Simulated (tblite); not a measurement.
Run record: tight-binding relaxation, `[SiH3][Si]([SiH3])(Cl)[SiH2]B(Cl)Cl`.

Computed with GFN2-xTB geometry optimisation, gas phase (tblite 0.8.0). Start geometry: from a force field or distance geometry. A driver script takes a list of jobs; this job's settings line and coordinates (Å) are shown.

Command:
```bash
OMP_NUM_THREADS=1 python probes_run.py task.json out
```

Input:
```
{"job": {"kind": "relax", "xc": "GFN2-xTB", "basis": "xTB"}, "charge": 0, "multiplicity": 1}
Si    -1.086800     2.094400     0.408800
Si    -0.474000    -0.002200     0.757800
Si    -2.077300    -1.318400    -0.076300
Cl    -0.311700    -0.290900     2.801500
Si     1.365200    -0.421500    -0.370200
B      2.971300    -0.494500     0.680000
Cl     4.259000     0.808500     0.347500
Cl     3.697200    -2.184900     0.978100
H     -0.129700     3.068800     0.963500
H     -2.377700     2.366900     1.093300
H     -1.294100     2.279200    -1.043200
H     -1.892600    -1.359400    -1.540600
H     -1.958200    -2.680000     0.477800
H     -3.381300    -0.726500     0.251300
H      1.499300     0.599800    -1.438100
H      1.183800    -1.730500    -1.035400
```

Output:
```
step      E/eV     max force
  0    -704.82739    3.087
  1    -705.18210    2.302
  2    -705.47124    1.223
  3    -705.52650    1.079
  4    -705.71230    0.948
  5    -705.76684    0.827
  6    -705.80776    0.456
  7    -705.82782    0.405
  8    -705.85601    0.526
  9    -705.87250    0.527
... (76 lines left out)
 86    -706.01717    0.054
 87    -706.01731    0.031
 88    -706.01738    0.018
 89    -706.01741    0.019
 90    -706.01746    0.023
 91    -706.01756    0.037
 92    -706.01772    0.047
 93    -706.01791    0.040
 94    -706.01804    0.019
 95    -706.01807    0.009
```

«max force» is the largest atomic force in eV/Å.

Problem. From which step on does the largest force stay under 0.1 eV/Å, and how much energy is left to gain from there?

Solution. From step 44 (0.093 eV/Å), 11.4 meV above the end.

Main results: energy lowered by 27.5 kcal/mol over 95 steps; largest atomic force 0.009 eV/Å at the end.

Problem. Give the final coordinates.

Solution. 0.415 Å rms from the input after alignment:
```
atom  x, y, z in Å
Si1   -1.0000    2.2751    0.4275
Si2   -0.4697   -0.0129    0.4596
Si3   -2.2251   -1.5029    0.0011
Cl4    0.0293   -0.3929    2.4707
Si5    1.5339   -0.4968   -0.7042
B6     3.0429   -0.5240    0.5609
Cl7    3.7873    0.9473    1.0772
Cl8    3.5562   -1.9714    1.3430
H9     0.0549    3.1307    0.9768
H10   -2.2230    2.5946    1.1704
H11   -1.2222    2.6960   -0.9577
H12   -2.3726   -1.6580   -1.4478
H13   -2.0461   -2.8432    0.5640
H14   -3.5114   -1.0153    0.5098
H15    1.6771    0.5349   -1.7413
H16    1.3810   -1.7523   -1.4540
```

Problem. How long does this job take on one thread, Arm Neoverse V1 (aarch64), shared host?

Solution. About 1.5 s.
Labels such as C1 count atoms from 1, the log's own numbers from 0.
